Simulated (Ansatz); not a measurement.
`[NH2][Ta]([NH2])([NH2])=[S]` from Hartree–Fock to CCSD(T)

Z-matrix (Å, degrees):
```
Ta
N 1 1.977
N 1 1.977 2 108.5
N 1 1.977 2 108.5 3 117.7
S 1 2.177 2 110.4 3 -121.2
H 2 1.010 1 124.2 3 141.2
H 2 1.010 1 124.3 3 -23.4
H 3 1.010 1 124.2 2 -101.1
H 3 1.010 1 124.3 2 94.3
H 4 1.010 1 124.2 2 141.2
H 4 1.010 1 124.3 2 -23.4
```

Total charge 0; spin multiplicity 1. Correlated methods include outer-core shells of Ta, which these sets cover unevenly. Ta: def2 effective core potential. The geometry is a stationary point of PBE0-D4/def2-TZVP. It is one conformer, not always the lowest. Frozen core, restricted reference, Ansatz.

| basis | HF (Eh) | MP2 corr. | CCSD corr. | (T) | CCSD(T) total |
| --- | --- | --- | --- | --- | --- |
| def2-SVP | -620.66339 | -0.94810 | -0.96370 | -0.04027 | -621.66736 |
| def2-TZVPP | -621.03041 | -1.23743 | -1.24301 | -0.06387 | -622.33729 |
| def2-QZVPP | -621.05058 | -1.34936 | – | – | – |
